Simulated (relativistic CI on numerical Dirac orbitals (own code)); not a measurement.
Sc2+ in a cubic cluster: L2,3 absorption with charge transfer

Computed with a charge-transfer multiplet model of a cubic metal-ligand cluster with up to one ligand hole, Slater and spin-orbit integrals from Dirac-Coulomb-Breit ions, Slater integrals scaled by 0.8. The ground state mixes d1 with configurations of k ligand holes L, whose averages lie at kΔ + k(k − 1)U_dd/2; a core hole lowers each added d electron by U_cd. 300 K, Lorentzian 0.4 eV and Gaussian 0.3 eV FWHM.

Atomic integrals in eV (Slater integrals scaled, ζ unscaled), ground: F2dd 4.710, F4dd 2.885, zeta_d 0.008; with the core hole: F2dd 6.786, F4dd 4.228, zeta_d 0.015, zeta_core 3.008, F2cd 3.515, G1cd 2.451, G3cd 1.388. Where a configuration has fewer than two d electrons, the dd integrals are those of d2.

Cluster parameters (eV): Δ = 7, U_dd = 4.5, U_cd = 5.7, 10Dq(ligand) = 0.5, V(eg) = 2.6, V(t2g) = -1.32, final-state hopping factor = 0.8.

```tsv
Case	n_d	d1	d2L	S
10Dq = -0.25 eV	1.26	0.74	0.26	0.50
10Dq = 0.35 eV	1.25	0.75	0.25	0.50
10Dq = 0.65 eV	1.25	0.75	0.25	0.50
10Dq = 1.25 eV	1.24	0.76	0.24	0.50
10Dq = 1.55 eV	1.24	0.76	0.24	0.50
```

Weights, n_d and S are thermal averages at 300 K. Photon energies count from the first peak over 30 % of the highest in each spectrum, which can be another peak from case to case. The parameters are a model scan and need not match a compound or its usual spin state. A negative ionic 10Dq is a model choice; hopping adds the covalent part of the field. Peaks in eV (height, largest 100):
- 10Dq = -0.25 eV: 0.0 (95), 2.6 (43), 4.0 (100), 6.4 (9)
- 10Dq = 0.35 eV: -1.1 (13), 0.0 (33), 1.2 (96), 3.3 (42), 4.0 (42), 5.4 (100), 7.8 (6)
- 10Dq = 0.65 eV: -1.2 (15), 0.0 (39), 1.3 (100), 3.3 (46), 4.9 (67), 5.6 (99), 8.1 (5)
- 10Dq = 1.25 eV: -1.7 (23), 0.0 (45), 1.3 (100), 2.6 (63), 4.5 (86), 5.6 (98)
- 10Dq = 1.55 eV: -0.7 (26), 0.0 (35), 1.1 (46), 2.4 (99), 3.5 (75), 5.6 (86), 6.7 (100)

For the case 10Dq = 0.65 eV, Δ = 7 eV is larger than U_dd = 4.5 eV, the Mott-Hubbard side of the Zaanen-Sawatzky-Allen scheme. With the core hole the configuration with one ligand hole lies at Δ + U_dd − U_cd = 5.8 eV above the one without, against Δ in the ground state. The added d electron screens the hole, so the order of the configurations is kept and charge-transfer satellites are weaker than in photoemission.

With at most 1 ligand hole the space is cut while the next configuration still counts, so covalency is underestimated, and a final configuration with one more ligand hole, which can lie low, is missing from the spectra.
